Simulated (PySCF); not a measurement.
C3H8As, SMILES C[As](C)[CH2], multiplicity 2. The structure is a stationary point at PBE0-D3(BJ)/def2-SVP. The isomer is the one that the SMILES or the coordinates give; other isomers of the formula were not compared.

Computed equilibrium geometry at PBE0-D3(BJ)/def2-SVP (PySCF confirms it by a frequency run) as bond lengths and angles, and its point group:
point group Cs.
Atoms: C1 As2 C3 C4 H5 H6 H7 H8 H9 H10 H11 H12. Bonds (Å): C1–As2 1.897, C1–H5 1.095, C1–H6 1.095, As2–C3 1.966, As2–C4 1.966, C3–H7 1.100, C3–H8 1.100, C3–H9 1.099, C4–H10 1.100, C4–H11 1.099, C4–H12 1.100. Angles (°): As2–C1–H5 120.0, As2–C1–H6 120.0, H5–C1–H6 116.6, C1–As2–C3 99.2, C1–As2–C4 99.2, C3–As2–C4 98.9, As2–C3–H7 109.1, As2–C3–H8 109.1, As2–C3–H9 111.4, H7–C3–H8 108.3, H7–C3–H9 109.7, H8–C3–H9 109.4, As2–C4–H10 109.1, As2–C4–H11 111.4, As2–C4–H12 109.1, H10–C4–H11 109.4, H10–C4–H12 108.3, H11–C4–H12 109.7.
Charge 0, spin multiplicity 2.
